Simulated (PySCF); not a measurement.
C4H8N2Si.
SMILES with atom numbers: `[CH:1]#[C:2][C@@H:3]1[CH2:4][NH:5][SiH2:6][NH:7]1`

Geometry (GFN2-xTB, Å), atoms numbered from 1 in this order:
```xyz
15
C4H8N2Si angstrom
C      2.6926    0.5759    0.4491
C      1.6973   -0.0853    0.3768
C      0.4443   -0.8266    0.3590
C     -0.1636   -0.8472   -1.0521
N     -0.9274    0.3722   -1.1753
Si    -1.5049    0.9422    0.3410
N     -0.5619   -0.2119    1.2068
H      3.5767    1.1396    0.4922
H      0.6423   -1.8532    0.7023
H      0.6247   -0.8848   -1.8120
H     -0.7940   -1.7416   -1.1599
H     -1.4252    0.4585   -2.0441
H     -2.9012    0.6788    0.7029
H     -1.1531    2.3606    0.4379
H     -0.2511   -0.0693    2.1535
```

NICS is the negative of the GIAO shielding at a point without a nucleus: at the ring centre (0) and 1 Å above and below it (1); zz is the component along the ring normal. Level: GIAO PBE0/pcSseg-1 (PySCF, non-relativistic, gas phase) on the GFN2-xTB geometry, one conformer.

Ring bond lengths (Å), with Mayer bond orders in brackets: C3–C4 1.537 (1.02), C4–N5 1.444 (0.96), N5–Si6 1.720 (0.99), Si6–N7 1.724 (0.97), N7–C3 1.452 (0.99).

Question: What do the NICS probes read (ppm)?

Answer: 
```json
{"ring": "C3–C4–N5–Si6–N7", "type": "5-membered ring with 2 N and Si; formal bonds all single", "NICS(0)": "-8.1", "NICS(1), two faces": "-2.9 / -2.9", "NICS(1)zz, two faces": "-5.1 / -4.5", "rms pucker (Å)": "0.15", "centre to ring atoms, mean (Å)": "1.32"}
```

Question: What can be read from them?

Answer: 
- C3–C4–N5–Si6–N7: mean NICS(1)zz -4.8 ppm, shielded. C3, C4, Si6 have four or more neighbours, so the value isn't read as a sign of a π ring current. NICS(0) lies 5 ppm below the mean NICS(1).
